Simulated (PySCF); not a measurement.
C4H4. Atoms are numbered in the order given.

```xyz
8

C      0.0000     0.0000     1.6038
C      0.0000     0.0000     0.2636
C      0.0000     0.6665    -1.0264
C      0.0000    -0.6665    -1.0264
H      0.0000    -0.9445     2.1667
H      0.0000     0.9445     2.1667
H      0.0000     1.5946    -1.6105
H      0.0000    -1.5946    -1.6105
```
Charge 0, spin multiplicity 1.

Geometry optimised at PBE-D3(BJ)/def2-SVP.

Method: PySCF with PBE-D3(BJ)/def2-SVP.

Harmonic, unscaled wavenumbers; measured fundamentals usually lie a few per cent lower.

```
mode  ν (cm⁻¹)  IR (km/mol)  moving atoms (share of kinetic energy)
----  --------  -----------  --------------------------------------
1          349          4.5                          C 59 %, H 41 %
2          418         23.8                          C 66 %, H 34 %
3          675         28.6                          H 62 %, C 38 %
4          695          0.0                           H 91 %, C 9 %
5          729         59.5                          H 75 %, C 25 %
6          821          6.3                          H 51 %, C 49 %
7          823          0.0                          H 61 %, C 39 %
8          886          0.0                          H 70 %, C 30 %
9          990         11.4                          H 50 %, C 50 %
10        1013          6.8                          H 60 %, C 40 %
11        1076         10.9                          C 65 %, H 35 %
12        1379          0.9                          H 85 %, C 15 %
13        1584         19.3                           C 91 %, H 9 %
14        1822        169.4                                  C 95 %
15        3087          2.3                                  H 95 %
16        3171          0.7                                  H 92 %
17        3184          6.8                          H 89 %, C 11 %
18        3212          1.9                          H 87 %, C 13 %
```
